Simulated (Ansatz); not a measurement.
Calculated with Ansatz (gas phase, PBE0-D4/def2-TZVP geometries, no zero-point term in ΔE). CCSD(T)/CBS is the MP2 limit (def2-TZVPP, def2-QZVPP) plus CCSD(T) − MP2 in def2-TZVPP, frozen cores. Functionals use def2-TZVPP. For Br outer-core shells are correlated without core-valence functions, which leaves a few kJ/mol of doubt a bond. Scalar relativity is left out up to krypton. Each species was taken in one conformer, which may not be the lowest.

`CN[SiH](C)N` + HBr → `CBr` + `C[SiH](N)N`  (substitution at a C–N bond)

`CN[SiH](C)N`:

Z-matrix (Å, degrees):
```
C
N 1 1.445
H 1 1.092 2 109.2
H 1 1.098 2 113.4 3 120.0
H 1 1.095 2 111.5 3 -118.0
Si 2 1.712 1 125.2 3 -24.5
H 2 1.006 1 114.4 3 173.6
N 6 1.718 2 107.8 1 57.2
C 6 1.869 2 116.5 1 -60.8
H 6 1.495 2 102.9 1 -179.6
H 8 1.006 6 120.8 2 -154.4
H 8 1.007 6 120.9 2 56.8
H 9 1.093 6 111.2 2 59.1
H 9 1.094 6 111.5 2 179.6
H 9 1.093 6 110.4 2 -60.8
```

HBr:

Z-matrix (Å, degrees):
```
Br
H 1 1.420
```

`CBr`:

Z-matrix (Å, degrees):
```
C
Br 1 1.933
H 1 1.086 2 108.0
H 1 1.086 2 108.0 3 -120.0
H 1 1.086 2 108.0 3 120.0
```

`C[SiH](N)N`:

```xyz
12

C     0.263    1.555    0.097
Si   -0.426   -0.178   -0.017
N    -0.092   -1.244    1.283
N     0.281   -0.871   -1.419
H     1.354    1.542    0.168
H    -0.128    2.064    0.982
H    -0.013    2.152   -0.777
H    -1.919   -0.082   -0.005
H     0.850   -1.501    1.529
H    -0.721   -1.317    2.064
H     0.492   -0.303   -2.222
H     0.058   -1.817   -1.684
```

```csv
level,ΔE (kcal/mol)
PBE-D4,-5.4
r2SCAN-D4,-5.9
PBE0-D4,-5.2
ωB97X-V,-5.2
PBE,-6.3
MP2/def2-QZVPP,-6.4
HF/CBS(def2),-6.6
MP2/CBS(def2),-6.6
```

Q: What does CCSD(T)/CBS give? (Estimate.)

A: The calculation gave: -5.9 kcal/mol. The listed levels differ from it by 0.5, 0.0, 0.7, 0.7, -0.4, -0.5, -0.7, -0.7 kcal/mol.

Largest T1 diagnostic among the species: 0.010.

The D4 term adds +1.3 kcal/mol with B3LYP and +0.8 kcal/mol with PBE0; it sums over pairs of atoms, weighted by their polarisabilities, and B3LYP, whose exchange is more repulsive, gets the larger term.

B3LYP here is the variant with VWN-RPA as its local correlation; programs differ in this.
